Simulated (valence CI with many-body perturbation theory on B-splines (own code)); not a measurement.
# E1 line list for Se XXII

Computed by relativistic CI+MBPT: three valence electrons over a frozen Dirac-Fock core [Ne], a basis of 11 s, 11 p, 9 d, 7 f, 5 g, 2 h, 1 i functions for each j, with the one-electron correlation potential Σ1 (screened to all orders), the two-electron term Σ2, the three-electron term Σ3, Breit, model QED; selected single and double excitations, second order for the rest (own B-spline code, finite nucleus).

No measured levels were compared; by estimate levels of excited configurations hold to 0.05 to 0.15 % of their energy, terms of the ground configuration to about 0.5 %.

Lines 1 to 50 of 276 in falling wavelength, among levels below 223.92 eV, chosen from the strongest by gf and those to the six lowest levels. Wavelengths and rates use the calculated energies, so an error of 500 cm⁻¹ moves a line at 335.7 Å by 0.17 % and its rate by three times that or more. Electric multipoles are in the length gauge, E1 and E2 with the static RPA response of the core. Weak lines are less certain than strong ones. Lines between different terms over intervals too small for the method are left out, as are lines whose strength nearly cancels. Where a level lies close to another of its J and parity, the split of strength between their lines is uncertain. The highest levels of a list are the least certain.

Names give the largest LS component (configuration and term), which can be under half, so a name can repeat, a term be missing and a line seem to break the LS rules; names also repeat where a configuration has a term twice. Letters in brackets count levels of one name in rising energy.

| λ vac (Å) | Upper | Lower | A (s⁻¹) | S (a.u.) |
| --- | --- | --- | --- | --- |
| 335.7 | 3s 3p2 4P_1/2 | 3s2 3p 2P°_3/2 | 5.28e+07 | 1.97e-03 |
| 332.1 | 3p3 2D°_5/2 | 3s 3p2 2P_3/2 | 1.32e+09 | 1.43e-01 |
| 300.4 | 3p2 3d 2G_7/2 | 3s 3p 3d 2F°_5/2 [c] | 1.84e+09 | 1.97e-01 |
| 300.0 | 3p2 3d 2F_7/2 [a] | 3s 3p 3d 2F°_7/2 [a] | 9.55e+08 | 1.02e-01 |
| 298.4 | 3s 3p2 4P_3/2 | 3s2 3p 2P°_3/2 | 5.80e+07 | 3.04e-03 |
| 283.0 | 3p3 2D°_3/2 | 3s 3p2 2P_1/2 | 1.92e+09 | 8.58e-02 |
| 276.9 | 3p2 3d 2F_5/2 [a] | 3s 3p 3d 2F°_5/2 [b] | 2.29e+09 | 1.44e-01 |
| 273.8 | 3s 3p2 4P_5/2 | 3s2 3p 2P°_3/2 | 3.99e+08 | 2.43e-02 |
| 272.4 | 3p2 3d 4F_9/2 | 3s 3p 3d 2F°_7/2 [a] | 1.42e+09 | 1.41e-01 |
| 270.5 | 3p2 3d 2G_9/2 | 3s 3p 3d 2F°_7/2 [b] | 3.07e+09 | 3.00e-01 |
| 269.1 | 3s 3p2 4P_1/2 | 3s2 3p 2P°_1/2 | 4.12e+08 | 7.93e-03 |
| 265.3 | 3p2 3d 2P_1/2 [b] | 3s 3p 3d 2P°_3/2 [b] | 4.31e+09 | 7.94e-02 |
| 260.1 | 3p2 3d 2F_5/2 [a] | 3s 3p 3d 2D°_3/2 | 1.72e+09 | 8.95e-02 |
| 247.9 | 3p2 3d 2F_5/2 [b] | 3s 3p 3d 2P°_3/2 [b] | 1.77e+09 | 8.00e-02 |
| 245.5 | 3p3 2P°_1/2 | 3s 3p2 2S_1/2 | 6.71e+09 | 9.80e-02 |
| 244.6 | 3s 3p2 4P_3/2 | 3s2 3p 2P°_1/2 | 8.17e+06 | 2.36e-04 |
| 239.6 | 3p2 3d 2P_3/2 [b] | 3s 3p 3d 2D°_5/2 | 2.48e+09 | 6.72e-02 |
| 236.5 | 3p2 3d 2F_7/2 [a] | 3s 3p 3d 4D°_5/2 | 2.47e+09 | 1.29e-01 |
| 236.1 | 3p3 2P°_3/2 | 3s 3p2 2P_3/2 | 4.30e+09 | 1.12e-01 |
| 233.8 | 3p2 3d 4F_3/2 | 3s 3p 3d 4D°_1/2 | 4.75e+09 | 1.20e-01 |
| 232.4 | 3p2 3d 2F_7/2 [b] | 3s 3p 3d 2D°_5/2 | 4.19e+09 | 2.07e-01 |
| 231.8 | 3p3 2D°_3/2 | 3s 3p2 2D_3/2 | 2.43e+09 | 5.97e-02 |
| 229.9 | 3p2 3d 2F_5/2 [b] | 3s 3p 3d 2F°_5/2 [c] | 2.99e+09 | 1.07e-01 |
| 228.0 | 3p2 3d 4D_1/2 | 3s 3p 3d 4P°_1/2 | 6.79e+09 | 7.95e-02 |
| 227.0 | 3s 3p2 2D_3/2 | 3s2 3p 2P°_3/2 | 4.23e+07 | 9.76e-04 |
| 226.5 | 3p2 3d 2F_5/2 [b] | 3s 3p 3d 2F°_7/2 [b] | 3.16e+09 | 1.09e-01 |
| 226.3 | 3p2 3d 2G_9/2 | 3s 3p 3d 2F°_7/2 [a] | 7.28e+09 | 4.16e-01 |
| 225.3 | 3p3 2D°_5/2 | 3s 3p2 2D_5/2 | 4.95e+09 | 1.68e-01 |
| 225.2 | 3p2 3d 2D_5/2 [b] | 3s 3p 3d 2P°_3/2 [b] | 2.17e+09 | 7.33e-02 |
| 222.2 | 3p2 3d 4D_3/2 | 3s 3p 3d 2F°_5/2 [a] | 3.02e+09 | 6.55e-02 |
| 221.2 | 3p2 3d 4F_5/2 | 3s 3p 3d 4D°_3/2 | 3.45e+09 | 1.11e-01 |
| 218.6 | 3p2 3d 4F_9/2 | 3s 3p 3d 4D°_7/2 | 5.12e+09 | 2.64e-01 |
| 217.9 | 3p2 3d 4F_5/2 | 3s 3p 3d 4P°_5/2 | 2.06e+09 | 6.30e-02 |
| 217.0 | 3s 3p2 2D_5/2 | 3s2 3p 2P°_3/2 | 3.54e+09 | 1.07e-01 |
| 216.8 | 3p2 3d 2G_7/2 | 3s 3p 3d 2F°_5/2 [b] | 3.07e+09 | 1.23e-01 |
| 215.7 | 3p2 3d 4D_3/2 | 3s 3p 3d 4P°_3/2 | 4.07e+09 | 8.07e-02 |
| 215.4 | 3p3 2D°_5/2 | 3s 3p2 2D_3/2 | 8.58e+08 | 2.54e-02 |
| 215.1 | 3p2 3d 4D_5/2 | 3s 3p 3d 4P°_3/2 | 2.56e+09 | 7.55e-02 |
| 213.9 | 3p2 3d 4D_5/2 | 3s 3p 3d 4D°_5/2 | 3.92e+09 | 1.14e-01 |
| 213.8 | 3p2 3d 2F_7/2 [b] | 3s 3p 3d 2F°_5/2 [c] | 1.80e+09 | 6.96e-02 |
| 212.9 | 3p2 3d 4D_7/2 | 3s 3p 3d 2F°_5/2 [b] | 4.02e+09 | 1.53e-01 |
| 211.2 | 3p3 4S°_3/2 | 3s 3p2 2D_3/2 | 7.49e+08 | 1.39e-02 |
| 210.8 | 3p2 3d 2F_7/2 [b] | 3s 3p 3d 2F°_7/2 [b] | 5.86e+09 | 2.17e-01 |
| 209.9 | 3p2 3d 2F_5/2 [b] | 3s 3p 3d 2P°_3/2 [a] | 5.97e+09 | 1.64e-01 |
| 208.8 | 3s 3p 3d 2F°_7/2 [a] | 3s2 3d 2D_5/2 | 3.77e+09 | 1.36e-01 |
| 206.1 | 3p2 3d 2G_7/2 | 3s 3p 3d 2F°_5/2 [a] | 9.90e+09 | 3.42e-01 |
| 205.4 | 3p2 3d 2P_1/2 [a] | 3s 3p 3d 2D°_3/2 | 6.95e+09 | 5.94e-02 |
| 205.3 | 3p2 3d 4F_7/2 | 3s 3p 3d 4F°_9/2 | 8.68e+09 | 2.97e-01 |
| 204.6 | 3p2 3d 4F_7/2 | 3s 3p 3d 4P°_5/2 | 8.89e+09 | 3.01e-01 |
| 204.2 | 3p2 3d 2F_5/2 [a] | 3s 3p 3d 4F°_7/2 | 3.37e+09 | 8.50e-02 |
